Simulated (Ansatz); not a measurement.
Born–Oppenheimer molecular dynamics of ClF₂GeH₃ (7 atoms, charge 0, multiplicity 1). It starts at the highest image of a converged band, a first-order saddle point between two minima.

Level of theory: RHF/def2-SVP in Ansatz.

* ensemble: NVE (velocity Verlet)
* time step: 0.5 fs
* steps asked: 200
* starting velocities drawn for: 100 K
* seed: 11191

Frames 1 fs apart, positions in Å.

Velocities at 75 fs (Å/ps):

```
Ge 5.92 -2.42 -0.14
F 7.86 6.58 -17.01
H -1.50 -5.95 -27.68
F 0.45 -3.52 14.81
H 10.84 -9.91 -11.48
Cl -15.67 4.45 2.27
H -41.18 -24.05 11.21
```

```xyz
7
Properties=species:S:1:pos:R:3 time_fs=75 energy_less_start_eV=-1.389 T=2248
Ge 0.195 -0.158 -0.209
F 0.298 -0.045 1.529
H 1.528 0.149 -0.800
F -0.793 1.264 -0.495
H -0.494 -1.367 -0.750
Cl -3.121 0.490 1.253
H -3.857 -0.108 2.020
7
Properties=species:S:1:pos:R:3 time_fs=76 energy_less_start_eV=-1.450 T=2340
Ge 0.201 -0.160 -0.210
F 0.306 -0.039 1.512
H 1.529 0.143 -0.829
F -0.792 1.260 -0.480
H -0.485 -1.379 -0.760
Cl -3.137 0.494 1.255
H -3.903 -0.136 2.037
7
Properties=species:S:1:pos:R:3 time_fs=77 energy_less_start_eV=-1.425 T=2303
Ge 0.207 -0.162 -0.210
F 0.314 -0.033 1.494
H 1.535 0.137 -0.857
F -0.791 1.256 -0.465
H -0.478 -1.393 -0.768
Cl -3.152 0.499 1.257
H -3.951 -0.166 2.055
7
Properties=species:S:1:pos:R:3 time_fs=78 energy_less_start_eV=-1.349 T=2187
Ge 0.213 -0.164 -0.210
F 0.322 -0.027 1.476
H 1.544 0.132 -0.884
F -0.790 1.251 -0.451
H -0.472 -1.408 -0.773
Cl -3.168 0.503 1.259
H -3.992 -0.190 2.066
7
Properties=species:S:1:pos:R:3 time_fs=79 energy_less_start_eV=-1.286 T=2091
Ge 0.218 -0.166 -0.210
F 0.330 -0.021 1.459
H 1.554 0.125 -0.910
F -0.788 1.246 -0.436
H -0.466 -1.422 -0.773
Cl -3.184 0.507 1.262
H -4.021 -0.203 2.065
7
Properties=species:S:1:pos:R:3 time_fs=80 energy_less_start_eV=-1.272 T=2069
Ge 0.224 -0.167 -0.210
F 0.339 -0.016 1.442
H 1.562 0.118 -0.932
F -0.787 1.240 -0.422
H -0.461 -1.433 -0.768
Cl -3.201 0.511 1.265
H -4.034 -0.204 2.050
7
Properties=species:S:1:pos:R:3 time_fs=81 energy_less_start_eV=-1.292 T=2098
Ge 0.229 -0.169 -0.211
F 0.348 -0.011 1.426
H 1.567 0.110 -0.949
F -0.785 1.234 -0.408
H -0.455 -1.441 -0.758
Cl -3.218 0.515 1.268
H -4.034 -0.193 2.023
7
Properties=species:S:1:pos:R:3 time_fs=82 energy_less_start_eV=-1.288 T=2090
Ge 0.234 -0.170 -0.212
F 0.357 -0.007 1.411
H 1.568 0.102 -0.962
F -0.783 1.227 -0.395
H -0.448 -1.445 -0.743
Cl -3.235 0.518 1.272
H -4.026 -0.175 1.988
7
Properties=species:S:1:pos:R:3 time_fs=83 energy_less_start_eV=-1.211 T=1972
Ge 0.239 -0.171 -0.213
F 0.366 -0.002 1.398
H 1.565 0.092 -0.970
F -0.780 1.221 -0.381
H -0.441 -1.446 -0.723
Cl -3.252 0.521 1.276
H -4.018 -0.157 1.952
7
Properties=species:S:1:pos:R:3 time_fs=84 energy_less_start_eV=-1.110 T=1820
Ge 0.245 -0.172 -0.215
F 0.376 0.002 1.387
H 1.558 0.083 -0.974
F -0.778 1.214 -0.368
H -0.434 -1.445 -0.699
Cl -3.269 0.524 1.279
H -4.021 -0.148 1.927
7
Properties=species:S:1:pos:R:3 time_fs=85 energy_less_start_eV=-1.093 T=1792
Ge 0.250 -0.172 -0.218
F 0.386 0.006 1.378
H 1.550 0.074 -0.975
F -0.776 1.207 -0.356
H -0.429 -1.443 -0.673
Cl -3.286 0.528 1.282
H -4.043 -0.157 1.917
7
Properties=species:S:1:pos:R:3 time_fs=86 energy_less_start_eV=-1.141 T=1863
Ge 0.255 -0.173 -0.221
F 0.397 0.009 1.371
H 1.542 0.066 -0.974
F -0.773 1.199 -0.344
H -0.426 -1.442 -0.645
Cl -3.302 0.533 1.285
H -4.083 -0.180 1.923
```

Of the whole run (100 fs, mean temperature of the second half 2005 K): The conserved energy stayed within 0.29 meV per atom of its start (net change 0.083 meV per atom), so the integration is sound. The kinetic energy rose, since the run started high on the potential surface and went downhill. It ends in pieces (ClH + F2GeH2), so much of that is their flight and rotation, not heat. A run of 0.1 ps of so small a system gives no equilibrium averages. The orbitals stay closed-shell, which can raise the energy where a bond breaks towards radicals; this wasn't checked here.

The run took 6.6 min on 1 thread of Arm Neoverse V1 (shared host), peak memory 0.18 GiB.
